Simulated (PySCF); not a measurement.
Be(Et) (C2H5Be), SMILES [Be+][CH2]C, charge +1. Atoms are numbered in the order given.

```xyz
8

Be    -0.6306     1.6872     0.0000
C      0.4345     0.3824     0.0000
C     -0.2004    -1.0069     0.0000
H      1.0639     0.5584     0.8832
H      1.0639     0.5584    -0.8832
H     -0.8087    -1.1868    -0.8860
H     -0.8087    -1.1868     0.8860
H      0.6071    -1.7448     0.0000
```
Charge +1, spin multiplicity 1.

Coordinates come from a PBE0-D3(BJ)/def2-TZVP optimisation. The multiplicity is an assumed one; other spin states were not compared. The isomer is the one that the SMILES or the coordinates give; other isomers of the formula were not compared.

Calculation: PBE0/pcJ-1 in PySCF.

Isotropic couplings with Fermi-contact, spin-dipole and both spin-orbit terms, one fixed conformer, no vibrational averaging. Isotopes: 13C, 1H.

Problem. Estimate the spin–spin coupling constants. (An estimate is asked for; the answer gives what the named calculation found.)

Solution. 
| pair | bonds apart | J (Hz) |
|---|---|---|
| C2–C3 | 1 | 30.6 |
| C2–H4 | 1 | 132.2 |
| C2–H5 | 1 | 132.2 |
| C3–H6 | 1 | 132.7 |
| C3–H7 | 1 | 132.7 |
| C3–H8 | 1 | 137.4 |
| C2–H6 | 2 | -5.1 |
| C2–H7 | 2 | -5.1 |
| C2–H8 | 2 | -6.5 |
| C3–H4 | 2 | -3.6 |
| C3–H5 | 2 | -3.6 |
| H4–H5 | 2 | -14.9 |
| H6–H7 | 2 | -14.1 |
| H6–H8 | 2 | -18.1 |
| H7–H8 | 2 | -18.1 |
| H4–H6 | 3 | 14.6 |
| H4–H7 | 3 | 3.5 |
| H4–H8 | 3 | 1.0 |
| H5–H6 | 3 | 3.5 |
| H5–H7 | 3 | 14.6 |
| H5–H8 | 3 | 1.0 |
